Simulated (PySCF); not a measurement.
Atom-mapped SMILES (the numbers label the heavy atoms): `[BH3-:1][P@H+:2]([CH3:3])[C:4]([F:5])=[C:6]([F:7])[F:8]`. Each H is labelled by its parent atom.

- KT2/pcSseg-1 with gauge-including orbitals
- PBE0-D3(BJ)/def2-SVP geometry
- run in PySCF
- gas phase, non-relativistic Hamiltonian, a single conformation, fast rotation and ring inversion assumed for equivalent nuclei

Referencing at the same level of theory: ¹³C (σref 183.22) and ¹H (σref 31.18) vs TMS; BF3·OEt2 for ¹¹B (σref 99.90); H3PO4 for ³¹P (σref 325.43); ¹⁹F (σref 138.57) against CFCl3.

| atoms | nucleus | count | δ (ppm) |
| --- | --- | --- | --- |
| H(C3) | ¹H | 3 | ? |
| C6 | ¹³C | 1 | 158.6 |
| P2 | ³¹P | 1 | -47.5 |
| C3 | ¹³C | 1 | 7.9 |
| F8 | ¹⁹F | 1 | -133.1 |
| B1 | ¹¹B | 1 | -46.7 |
| F5 | ¹⁹F | 1 | -237.8 |
| F7 | ¹⁹F | 1 | -107.7 |
| H(P2) | ¹H | 1 | 5.61 |
| C4 | ¹³C | 1 | ? |
| H(B1) | ¹H | 3 | ? |

Question: Fill in the missing shifts.

Answer: 
- C4: 122.5 ppm, fully substituted alkene carbon; an sp2 carbon of a C=C bond
- H(C3): 1.49 ppm, hydrogen on a methyl carbon bonded to P
- H(B1): 1.20 ppm, hydrogen on a boron bonded to P

Hydrogens on boron are broadened and split by ¹¹B (spin 3/2, 80 %) and 10B (spin 3). Shifts are as computed. Against solution values, carbons near 30 ppm lie about +2 ppm off and those near 130 ppm about -5 ppm. Of 1211 compounds with measured shifts, 218 miss one by over three times the rms of a fit or turn the order of signals round; such compounds aren't used in these exercises. Unscaled 19F shifts against computed CFCl3 carry errors that often reach 10 to 50 ppm. Experimental scales use liquid or dissolved standards, which lie at an offset from isolated H3PO4.
